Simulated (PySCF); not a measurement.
# Si²⁺: excitation energy

Si²⁺ [Ne] 3s2 (1S) → Si²⁺ [Ne] 3s1 3p1 (3P), as a difference of total energies. Computed with PySCF 2.14 in x2c-QZVPPall with one added diffuse shell each of s, p, d, f type (10s7p5d3f1g, 86 functions), with scalar relativity by spin-free X2C-1e. Correlated levels: valence: [Ne] frozen; valence and next inner shell: 1s2 frozen. The calculations carry no spin-orbit coupling.

```
                                method  excitation energy (eV)
                                   UHF                   5.325
                                   LDA                   6.619
                                   PBE                   6.428
                                  PBE0                   6.272
                                r2SCAN                   5.865
                                 B97-3                   6.647
                                  BP86                   6.439
                                M06-2X                   6.897
                                 M06-L                   6.510
                         MP2 (valence)                   6.154
                     SCS-MP2 (valence)                   6.390
    MP2 (valence and next inner shell)                   6.382
SCS-MP2 (valence and next inner shell)                   6.567
```

Q: How much does correlation contribute at MP2 (valence and next inner shell)?

A: 6.382 − (5.325) = 1.057 eV, measured against UHF.

A first-order spin-orbit estimate (lowest level to lowest level, LS coupling) adds -0.028 eV.
